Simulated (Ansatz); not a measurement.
Ideal-gas functions of CH$_{3}$AlBNO, SMILES `N=[C]1B[O][AlH]1` at 600 K and 1 bar, from an Ansatz frequency run at PBE0-D4/def2-TZVP.

Molar mass 82.84 g/mol, point group Cs (symmetry number 1), electronic degeneracy 1, moments of inertia 61.263, 135.029, 196.291 u Å². Harmonic wavenumbers (cm⁻¹, unscaled): 144, 267, 323, 475, 479, 550, 584, 726, 762, 874, 950, 1056, 1253, 1282, 1716, 1927, 2630, 3409.

Use S(trans) = R[1.5 ln M + 2.5 ln T − 1.1517]; rotational temperatures θ = 24.2544 K / I; S(rot) = R[ln(√π/σ · √(T³/θAθBθC)) + 1.5]; for each mode x = 1.438777 ν̃/T, S = R[x/(eˣ − 1) − ln(1 − e⁻ˣ)] and H = RT x/(eˣ − 1); 1 cm⁻¹ = 0.0119627 kJ/mol; R = 8.31446 J/(mol·K).

Problem. By hand: the entropy, in J/(mol·K).

Solution. Translation 178.5. Rotation: θ = 0.3959, 0.1796, 0.1236 K, giving 116.7. Vibration, mode by mode: 17.20, 12.16, 10.64, 7.67, 7.60, 6.59, 6.16, 4.68, 4.37, 3.53, 3.06, 2.51, 1.73, 1.63, 0.70, 0.46, 0.11, 0.02, in all 90.8. Electronic 0.0. Sum 386.0 J/(mol·K).

Problem. By hand: H − E and G − E in kJ/mol, counted from the electronic energy.

Solution. Zero-point energy ½ × 19407 × 0.0119627 = 116.1; thermal vibration 30.7; translation, rotation and pV give 4 RT = 20.0. H − E = 166.8 kJ/mol, and G − E = 166.8 − 600 × 386.0/1000 = -64.8 kJ/mol.

Vibration gives 24 % of the entropy, 17.2 J/(mol·K) of it from the mode under 150 cm⁻¹: soft modes count most, and the harmonic formula is weakest for them. The sum counts one conformer and one mirror image; others add a mixing term.
